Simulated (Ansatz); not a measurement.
Consider the formal exchange of groups at the Si–Cl bond: `CC(C)[Si](Cl)(Cl)Cl` + `CCC` → `CC(C)[Si](Cl)(Cl)C(C)C` + HCl.

Program: Ansatz. Geometries: PBE0-D4/def2-TZVP. ΔE: electronic, gas phase. CCSD(T)/CBS is the MP2 limit (def2-TZVPP, def2-QZVPP) plus CCSD(T) − MP2 in def2-TZVPP, frozen cores. This one scheme is used for every species. DFT in def2-TZVPP. One conformer a species, not always the lowest.

```json
{"level": "PBE-D4", "ΔE (kJ/mol)": "98.8"}
{"level": "ωB97X-V", "ΔE (kJ/mol)": "100.6"}
```

What does CCSD(T)/CBS give? (An estimate is asked.)

Computed: +98.5 kJ/mol. The listed levels differ from it by 0.3, 2.1 kJ/mol.

Largest T1 diagnostic among the species: 0.009.

In def2-TZVPP, CCSD(T) changes the Hartree–Fock value by −31.9 kJ/mol (the triples alone add −3.7 kJ/mol) and MP2 by −29.2 kJ/mol. The D4 term adds −16.4 kJ/mol with B3LYP and −10.4 kJ/mol with PBE0; it sums over pairs of atoms, weighted by their polarisabilities, and B3LYP, whose exchange is more repulsive, gets the larger term.

B3LYP here is the variant with VWN-RPA as its local correlation; programs differ in this.
